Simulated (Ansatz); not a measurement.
[GaBr6]3- (GaBr6³⁻). Charge -3, multiplicity 1. Geometry r2SCAN-D4/def2-SVPD; atoms count from 1.

```
atom   x (Å)   y (Å)   z (Å)
 Ga1   0.000   0.000   0.000
 Br2   2.051   1.659   0.177
 Br3  -2.051  -1.659  -0.177
 Br4   1.239  -1.328  -1.921
 Br5  -1.239   1.327   1.921
 Br6  -1.117   1.574  -1.808
 Br7   1.117  -1.574   1.808
```

A multiply charged anion in the gas phase is held together partly by the finite basis. The highest occupied level of the charge -3 singlet lies above zero (up to 4.67 eV). By energy differences it is unbound by 3.88 eV (vertical, against the charge -2 doublet, at PBE-D4/def2-SVP) and held by the finite basis.

Question: Estimate the Mulliken populations from the PBE0/def2-SVP orbitals of Ansatz.

Answer: 
```tsv
atom	charge (e)
Ga1	0.82
Br2	-0.64
Br3	-0.64
Br4	-0.64
Br5	-0.64
Br6	-0.64
Br7	-0.64
```
Mulliken values depend strongly on the basis.

Question: And the Mayer bond orders between heavy atoms (over 0.3)?

Answer: Ga1–Br2 0.56 (2.64 Å); Ga1–Br3 0.56 (2.64 Å); Ga1–Br4 0.56 (2.64 Å); Ga1–Br5 0.56 (2.64 Å); Ga1–Br6 0.56 (2.64 Å); Ga1–Br7 0.56 (2.64 Å).
